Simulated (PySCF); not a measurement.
[WSF4]- (charge -1 and doublet state).
Bonds: W1–S2, W1–F3, W1–F4, W1–F5, W1–F6.

Theory: PBE0-D3(BJ)/def2-SVP geometry optimisation, gas phase, def2 core potentials past Kr (PySCF 2.14.0).

(1) How far are the bound atoms from W1?

(2) List the angles at W1.

(3) What is the shape at W1?

(4) What are the rotational constants (commonest isotopes, rigid rotor)?

## Answers

(1) 5 atoms: F3 1.917 Å, F4 1.917 Å, F6 1.917 Å, F5 1.917 Å, S2 2.150 Å.

(2) 
| angle | degrees | distance of the outer atoms (Å) |
| --- | --- | --- |
| F4–W1–F6 | 140.6 | 3.61 |
| F3–W1–F5 | 140.6 | 3.61 |
| S2–W1–F3 | 109.7 | 3.33 |
| S2–W1–F5 | 109.7 | 3.33 |
| S2–W1–F4 | 109.7 | 3.33 |
| S2–W1–F6 | 109.7 | 3.33 |
| F3–W1–F4 | 83.5 | 2.55 |
| F4–W1–F5 | 83.5 | 2.55 |
| F3–W1–F6 | 83.5 | 2.55 |
| F5–W1–F6 | 83.5 | 2.55 |

(3) Square pyramidal: τ5 = (β − α)/60° = 0.00 from the two widest angles, 140.6° and 140.6° (0 for a square pyramid, 1 for a trigonal bipyramid).

(4) A = 2042, B = 1674, C = 1674 MHz: a prolate symmetric top.

Point group: C4v (tolerance 0.08 Å). Charge -1, doublet. ⟨S²⟩ = 0.757 (exact for a doublet: 0.75). The geometry's basis has no diffuse functions, a weakness for an anion. No PBE0-D3(BJ)/def2-SVP frequencies stand behind this structure, so it isn't proved a minimum.

Neither the SCF state along the optimisation nor the shape of the open-shell metal species was proved the lowest: other solutions of the same spin, or a structure of lower symmetry, can lie below.
